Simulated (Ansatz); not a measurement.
MoO4H2. Charge 0, multiplicity 1. Geometry PBE-D4/def2-SVP, basis def2-TZVP, Ansatz.

```xyz
7

Mo    0.111   -0.058   -0.086
O     1.040    1.171   -1.171
O     0.382   -1.917    0.056
O    -0.349    1.327   -1.388
O     0.395   -1.351    1.352
H    -1.563   -0.058   -0.055
H    -0.017    0.884    1.292
```

```tsv
run	HOMO (eV)	LUMO (eV)
A	-9.59	-3.43
B	-7.03	-5.12
C	-8.21	-4.44
D	-6.79	-4.90
E	-7.09	-5.04
```

In the def2 sets Mo takes a core potential; there is no spin–orbit coupling. The structure holds 2 bonds between oxygen atoms, so isomers without such links may lie far lower. Another isomer (singlet) lies 4.69 eV lower at PBE0-D4/def2-TZVP; other spin states weren't run for this one.

Task: The runs used CAM-B3LYP, LDA (SPW92), PBE, PBE0, r2SCAN. Estimate which is which.

Result: A CAM-B3LYP (range-separated); B LDA (SPW92) (0 % exact exchange); C PBE0 (25 % exact exchange); D PBE (0 % exact exchange); E r2SCAN (0 % exact exchange). Exact exchange lowers occupied and raises empty levels; among semilocal functionals meta-GGAs tend to open the gap a little, and such runs are hard to tell apart. The gap grows from 1.89 eV (PBE) to 6.16 eV (CAM-B3LYP).
